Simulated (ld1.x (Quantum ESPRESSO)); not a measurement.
## Scattering properties, TM potential for lanthanum

lanthanum, norm-conserving Troullier–Martins (Kleinman–Bylander form), made with ld1.x (Quantum ESPRESSO) 7.5 (LDA (PZ), scalar-relativistic). Core [Xe], reference 4f0 5d1 6s2 6p0. Waves: 6s (bound): rc 3.90 bohr; 6p (bound, empty): rc 4.20 bohr; 4f (bound, empty): rc 1.20 bohr; 5d (bound): rc 3.55 bohr. Local part: the d channel. Core correction: none.

The phase is arctan(r·u′/u) with u = r·R(r), unwrapped; energies in Ry, scanned from -2 to 5 Ry. A pole is an energy at which the radial function vanishes at the test radius. The pseudo phase is shifted by a multiple of π to meet the all-electron one at the reference energy, and phase errors are pseudo minus all-electron; the curves can meet again beyond the range given. Levels narrower than the energy grid can be missing from the lists of poles. Where the grid stepped over a known ghost or core level, its pole and its step of π were put in at the level’s energy.

Question: For each channel, where are the poles, and over which energies does the pseudopotential scatter like the atom?

Answer:

```json
{"channel": "s", "radius (bohr)": "4.54", "reference energy (Ry)": "-0.28", "poles, all-electron": "0.29, 3.26", "poles, pseudo": "-1.40, 0.28, 2.44", "unbroken range about the reference energy with phases within 0.05 rad": "-1.4 to 1.0", "phase error 1 Ry above the reference energy (rad)": "-0.016"}
{"channel": "p", "radius (bohr)": "4.54", "reference energy (Ry)": "-0.10", "poles, all-electron": "-1.64, 0.85, 4.00", "poles, pseudo": "-0.12, 0.92, 3.53", "unbroken range about the reference energy with phases within 0.05 rad": "-0.1 to 0.0", "phase error 1 Ry above the reference energy (rad)": "+0.017"}
{"channel": "d", "radius (bohr)": "4.54", "reference energy (Ry)": "-0.24", "poles, all-electron": "-0.10, 1.96", "poles, pseudo": "-0.10, 1.96", "unbroken range about the reference energy with phases within 0.05 rad": "below 3.2", "phase error 1 Ry above the reference energy (rad)": "+0.015"}
{"channel": "f", "radius (bohr)": "4.54", "reference energy (Ry)": "-0.34", "poles, all-electron": "-0.32, 1.35, 3.71", "poles, pseudo": "-0.32, 1.42, 4.13", "unbroken range about the reference energy with phases within 0.05 rad": "below 0.5", "phase error 1 Ry above the reference energy (rad)": "+0.085"}
```

Note: ghost states, extra bound levels that the all-electron valence spectrum of the same l lacks: s at -19.0 eV, p at -1.58 eV. A true bound ghost makes a file unfit for plane-wave use.

Phases in the s channel:

```
E (Ry)  all-electron  pseudo
 -2.00         1.393   4.533
 -1.52         1.355   4.490
 -1.04         1.273   1.274
 -0.56         0.903   0.903
 -0.08        -1.314  -1.314
  0.40        -1.610  -1.615
  0.88        -1.755  -1.786
  1.36        -2.134  -2.809
  1.84        -4.196  -4.522
  2.32        -4.564  -4.687
  2.80        -4.661  -4.782
  3.28        -4.715  -4.965
  3.76        -4.760  -7.205
  4.24        -4.816  -7.717
  4.72        -4.931  -7.803
```
